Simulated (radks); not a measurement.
All-electron atom: Ag2+ in [Kr] 4d9 (the NIST ground configuration).

Calculated with a radial shooting solver on a logarithmic mesh with Libxc functionals: scalar-relativistic Kohn-Sham, SCAN, spin-polarised, spherical densities, finite nucleus; open shells are filled with parallel spins first (spin-orbit coupling, left out, can overturn this in heavy ions); meta-GGA in the generalised Kohn-Sham scheme; Fermi nuclear charge, rms radius 4.5454 fm.

Energy parts (Ry):
part                        energy
total                 -10631.89724
kinetic                11045.59316
electron-nucleus      -25624.70821
Hartree                 4245.96035
exchange-correlation    -298.74254

Orbitals (lengths in bohr, moments of r in powers of bohr):
1s up: occ. 1; eigenvalue (Ry) -1867.013; <1/r> 49.43
1s down: occ. 1; eigenvalue (Ry) -1867.013; <1/r> 49.43
2s up: occ. 1; eigenvalue (Ry) -277.4448; <1/r> 11.25
2s down: occ. 1; eigenvalue (Ry) -277.4293; <1/r> 11.25
2p up: occ. 3; eigenvalue (Ry) -248.7723; <1/r> 10.85
2p down: occ. 3; eigenvalue (Ry) -248.7597; <1/r> 10.85
3s up: occ. 1; eigenvalue (Ry) -52.68693; <1/r> 3.957
3s down: occ. 1; eigenvalue (Ry) -52.68044; <1/r> 3.957
3p up: occ. 3; eigenvalue (Ry) -43.18335; <1/r> 3.763
3p down: occ. 3; eigenvalue (Ry) -43.17499; <1/r> 3.763
3d up: occ. 5; eigenvalue (Ry) -28.26897; <1/r> 3.530
3d down: occ. 5; eigenvalue (Ry) -28.25365; <1/r> 3.530
4s up: occ. 1; eigenvalue (Ry) -8.89280; <1/r> 1.504
4s down: occ. 1; eigenvalue (Ry) -8.81947; <1/r> 1.506
4p up: occ. 3; eigenvalue (Ry) -6.12901; <1/r> 1.356
4p down: occ. 3; eigenvalue (Ry) -6.05323; <1/r> 1.357
4d up: occ. 5; eigenvalue (Ry) -2.17240; <1/r> 1.028
4d down: occ. 4; eigenvalue (Ry) -2.10154; <1/r> 1.024

The highest occupied level is 4d down at -28.593 eV. Summed over all electrons, <r^2> = 29.80 bohr^2, which gives a Langevin (diamagnetic) susceptibility term of -23.6 x 10^-6 cm^3/mol. Spin moment in Bohr magnetons: 1. For comparison, the ionisation energy in NIST's Atomic Spectra Database is 34.8 eV (semi-empirical). In exact Kohn-Sham theory the highest level is minus the ionisation energy, but local and semilocal functionals leave it too shallow, through self-interaction and a potential that decays too fast; potentials with the right tail come closer. The spin density at the nucleus is -0.8838 e/bohr^3 (1s -0.0413, 2s -0.4027, 3s 0.3868, 4s -0.8266). The electron density at the nucleus is 1.493e+05 e/bohr^3 (large components only). The density falls to 0.001 e/bohr^3 at r = 3.28 bohr.
